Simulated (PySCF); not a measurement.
An excited-state job on `FB(F)c1ccc(F)o1`.

Method: TDDFT PBE0/def2-SVPD, vertical, gas phase, core orbitals frozen in the response (PySCF 2.14.0, density-fitted response routines). Geometry: GFN2-xTB. The command runs a driver script over a list of jobs; the input below is this job's line of settings and its coordinates in Å.

Command:
```bash
OMP_NUM_THREADS=1 python probes_run.py task.json out
```

Input:
```
{"job": {"kind": "uv", "xc": "PBE0", "basis": "def2-SVPD", "nstates": 6, "ntriplets": 2}, "charge": 0, "multiplicity": 1}
F      2.830047    -0.917093     0.207618
B      2.111728     0.163022    -0.036445
F      2.807503     1.251185    -0.281103
C      0.576472     0.105193    -0.025189
C     -0.271102    -0.958820     0.213210
C     -1.591612    -0.483878     0.104118
C     -1.445838     0.839851    -0.193062
F     -2.360976     1.768547    -0.403145
O     -0.181264     1.216857    -0.275675
H      0.037478    -1.958680     0.440028
H     -2.507011    -1.023512     0.223681
```

Output:
```
coarse grid: 11016 points
cycle   1  E = -552.1884058662  dE =  1.702e+00  |g| = 7.801e-01  |ddm| = 7.101e+00
cycle   2  E = -552.0772676215  dE =  1.111e-01  |g| = 1.128e+00  |ddm| = 2.087e+00
cycle   3  E = -552.3008178684  dE = -2.236e-01  |g| = 6.062e-02  |ddm| = 1.284e+00
cycle   4  E = -552.3013478233  dE = -5.300e-04  |g| = 4.120e-02  |ddm| = 1.756e-01
cycle   5  E = -552.3017543868  dE = -4.066e-04  |g| = 1.044e-02  |ddm| = 7.835e-02
cycle   6  E = -552.3017771091  dE = -2.272e-05  |g| = 4.179e-03  |ddm| = 2.593e-02
cycle   7  E = -552.3017808492  dE = -3.740e-06  |g| = 1.042e-03  |ddm| = 7.243e-03
final grid: 112808 points
cycle   8  E = -552.3787414727  dE = -4.709e-05  |g| = 7.615e-03  |ddm| = 1.277e-01
cycle   9  E = -552.3787260607  dE =  1.541e-05  |g| = 1.189e-02  |ddm| = 2.095e-02
cycle  10  E = -552.3787524507  dE = -2.639e-05  |g| = 1.442e-03  |ddm| = 1.307e-02
cycle  11  E = -552.3787529542  dE = -5.035e-07  |g| = 3.088e-04  |ddm| = 3.369e-03
cycle  12  E = -552.3787529727  dE = -1.845e-08  |g| = 1.128e-04  |ddm| = 5.665e-04
cycle  13  E = -552.3787529751  dE = -2.479e-09  |g| = 2.464e-05  |ddm| = 1.671e-04
cycle  14  E = -552.3787529753  dE = -1.281e-10  |g| = 8.950e-06  |ddm| = 5.797e-05
converged SCF energy = -552.3787529753

Static polarisability (au): isotropic 62.405, principal 39.455 62.265 85.496

Singlet excitations
state   eV       nm        f      main configurations
  1   5.4014    229.5   0.32693   H->L 0.96
  2   6.6042    187.7   0.01758   H-1->L 0.72, H->L+2 0.24
  3   6.6178    187.3   0.00078   H->L+1 0.94
  4   7.1514    173.4   0.01773   H->L+3 0.92
  5   7.6365    162.4   0.00610   H->L+4 0.95
  6   7.6386    162.3   0.21597   H->L+2 0.70, H-1->L 0.23

Triplet excitations (Tamm-Dancoff, eV): 3.4812 5.2314
```

The SCF starts on a coarse grid where the log names one; the energy can jump when the final grid takes over, and dE then counts from the start density on the new grid. H and L stand for HOMO and LUMO; the number after each pair is its weight.

Problem. Which computed singlet has the largest oscillator strength, and what do all of them sum to?

Solution. State 1 at 5.40 eV (230 nm), f = 0.327; the 6 states sum to 0.585.

In short: HOMO -7.41 eV, LUMO -1.51 eV; lowest singlet 5.40 eV; lowest triplet 3.48 eV (Tamm–Dancoff); mean polarisability 62.4 au.

The run took 26 s wall on Arm Neoverse V2, one thread, no GPU (shared host), and the process peaked at 0.83 GiB of memory.
Labels such as C1 count atoms from 1, the log's own numbers from 0.
